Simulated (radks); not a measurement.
Effect of the nuclear size on the lanthanum ion La3+, [Xe]. Method: Dirac Kohn-Sham, PBE, spin-unpolarised, spherical densities, finite nucleus; Fermi nuclear charge, rms radius 4.855 fm; computed with a radial shooting solver on a logarithmic mesh with Libxc functionals. The rms radius is varied about that value; shifts are against it.

\begin{tabular}{lrrrrrrrrr}
rms radius (fm) & total energy shift (eV) & density at nucleus (e/bohr^3) & 1s1/2 shift (meV) & 2s1/2 shift (meV) & 4p1/2 shift (meV) & 5s1/2 shift (meV) & 5p1/2 shift (meV) & 5p3/2 shift (meV) & 6s1/2 (empty) shift (meV) \\ \hline
4.3258 & -1.93 & 3.599e+05 & -802 & -97.2 & 0.293 & -0.756 & 0.074 & 0.090 & -0.162 \\
4.4181 & -1.60 & 3.584e+05 & -667 & -80.9 & 0.244 & -0.629 & 0.061 & 0.075 & -0.135 \\
4.855 & 0 & 3.517e+05 & 0.000 & 0.000 & 0.000 & 0.000 & 0.000 & 0.000 & 0.000 \\
5.2871 & 1.71 & 3.457e+05 & 709 & 86.0 & -0.259 & 0.668 & -0.065 & -0.080 & 0.144 \\
5.894 & 4.30 & 3.383e+05 & 1790 & 217 & -0.652 & 1.68 & -0.164 & -0.201 & 0.362 \\
\end{tabular}

Slopes of the eigenvalues against <r^2> in GHz/fm^2, as finite differences over the two radii next to the reference (eigenvalue slopes, not the field-shift constants of lines): 1s1/2 39500, 2s1/2 4780, 4p1/2 -14.4, 5s1/2 37.2, 5p1/2 -3.62, 5p3/2 -4.45, 6s1/2 (empty) 7.99.
